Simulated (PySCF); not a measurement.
Isomers of C6H10ClN3, mass 159.056 u with the commonest isotopes. Method: PBE0/pcSseg-1 in PySCF (dipole) on a GFN2-xTB geometry, gas phase. One conformer each, none proved a minimum here; rigid rotors.

**Question.** Order these by rotational constant C, largest first.
A. `CC(C)(C)N1C=C(Cl)N=N1`
B. `[CH3:1][c:2]1[n:3][n:4]([CH:5]([CH3:6])[CH3:7])[n:8][c:9]1[Cl:10]` with N3–N4–C5–C6 -119°
C. `[CH3:1][CH2:2][C@H:3]([CH3:4])[n:5]1[cH:6][n:7][n:8][c:9]1[Cl:10]` with C1–C2–C3–C4 -176°, C2–C3–N5–C6 62°
D. `[CH3:1][c:2]1[n:3][n:4][c:5]([Cl:6])[n:7]1[CH:8]([CH3:9])[CH3:10]` with C5–N7–C8–C9 62°

**Answer.** C (813.3 MHz), D (747.3 MHz), B (603.2 MHz), A (576.0 MHz).

**Question.** Order these by radius of gyration √(Σ m r²/M), smallest first.
A. `CC(C)(C)n1cc(Cl)nn1`
B. `[CH3:1][c:2]1[n:3][n:4]([CH:5]([CH3:6])[CH3:7])[n:8][c:9]1[Cl:10]` with N3–N4–C5–C6 -119°
C. `[CH3:1][CH2:2][C@H:3]([CH3:4])[n:5]1[cH:6][n:7][n:8][c:9]1[Cl:10]` with C1–C2–C3–C4 -176°, C2–C3–N5–C6 62°
D. `[CH3:1][c:2]1[n:3][n:4][c:5]([Cl:6])[n:7]1[CH:8]([CH3:9])[CH3:10]` with C5–N7–C8–C9 62°

**Answer.** D (2.146 Å), C (2.172 Å), B (2.370 Å), A (2.422 Å).

**Question.** Order these by rotational constant B, smallest first.
A. `CC(C)(C)n1cc(Cl)nn1`
B. `[CH3:1][c:2]1[n:3][n:4][c:5]([Cl:6])[n:7]1[CH:8]([CH3:9])[CH3:10]` with C5–N7–C8–C9 62°
C. `CC(C)(C)n1ncc(Cl)n1`
D. `[CH3:1][CH2:2][C@H:3]([CH3:4])[n:5]1[cH:6][n:7][n:8][c:9]1[Cl:10]` with C1–C2–C3–C4 -176°, C2–C3–N5–C6 62°
E. `[CH3:1][c:2]1[n:3][n:4]([CH:5]([CH3:6])[CH3:7])[n:8][c:9]1[Cl:10]` with N3–N4–C5–C6 -119°

**Answer.** A (623.8 MHz), C (666.1 MHz), E (723.4 MHz), D (978.5 MHz), B (1150 MHz).

```json
{"SMILES": "CC(C)(C)n1cc(Cl)nn1", "point group": "Cs", "Ia (u·Å²)": "178.01", "Ib (u·Å²)": "810.20", "Ic (u·Å²)": "877.46", "κ": "-0.96", "μa (D)": "4.05", "μb (D)": "3.64", "μc (D)": "0.00"}
{"SMILES": "Cc1nn(C(C)C)nc1Cl", "point group": "Cs", "Ia (u·Å²)": "250.97", "Ib (u·Å²)": "698.59", "Ic (u·Å²)": "837.82", "κ": "-0.83", "μa (D)": "1.42", "μb (D)": "0.96", "μc (D)": "0.00"}
{"SMILES": "CC[C@H](C)n1cnnc1Cl", "point group": "C1", "Ia (u·Å²)": "362.30", "Ib (u·Å²)": "516.49", "Ic (u·Å²)": "621.38", "κ": "-0.43", "μa (D)": "5.71", "μb (D)": "2.20", "μc (D)": "1.49"}
{"SMILES": "Cc1nnc(Cl)n1C(C)C", "point group": "Cs", "Ia (u·Å²)": "348.80", "Ib (u·Å²)": "439.56", "Ic (u·Å²)": "676.30", "κ": "0.15", "μa (D)": "0.36", "μb (D)": "6.31", "μc (D)": "0.00"}
{"SMILES": "CC(C)(C)n1ncc(Cl)n1", "point group": "C1", "Ia (u·Å²)": "190.75", "Ib (u·Å²)": "758.74", "Ic (u·Å²)": "838.90", "κ": "-0.94", "μa (D)": "2.04", "μb (D)": "0.26", "μc (D)": "0.05"}
```
